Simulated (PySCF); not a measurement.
Isomers of [C4H4NO2]- (charge -1), one GFN2-xTB conformer each. Single-point energies are computed at PBE0/pcSseg-1 (PySCF, gas phase, no added dispersion term), electronic only.

Question: Rank them by PBE0/pcSseg-1 energy, lowest first (kcal/mol).
A. `[H]/[N:4]=[CH:3]\[C:2](=[CH2:1])[C:5](=[O:6])[O-:7]` (charge -1) with C1–C2–C3–N4 180°, C1–C2–C5–O6 180°
B. `[N:1]#[C:2][CH2:3][CH2:4][C:5](=[O:6])[O-:7]` (charge -1) with C2–C3–C4–C5 -160°, C3–C4–C5–O6 -154°
C. `[CH3:1][C@H:2]([C:3]#[N:4])[C:5](=[O:6])[O-:7]` (charge -1) with C1–C2–C5–O6 -143°

Answer: C (0.0), B (0.2), A (16.0).

As drawn, the highest has an N–H bond, which the lowest lacks. Neighbours under 5.0 kcal/mol apart (C[C@H](C#N)C(=O)[O-] and N#CCCC(=O)[O-]) can change places with a better method, another conformer or zero-point energy. GFN2-xTB itself gives, in the same order: 0.0, 4.2, 24.7. Both levels put the same isomer lowest; measured from each level's own lowest isomer, the values differ by up to 8.7 kcal/mol ([H]/N=C\C(=C)C(=O)[O-]: 24.7 against 16.0).

Q: As an exercise, what shares would exp(−E/RT) give at 298.15 K from these electronic energies alone (no entropy, no degeneracies)?

A: RT = 0.592 kcal/mol: C[C@H](C#N)C(=O)[O-] 58.0 %, N#CCCC(=O)[O-] 42.0 %, [H]/N=C\C(=C)C(=O)[O-] under 0.1 %.
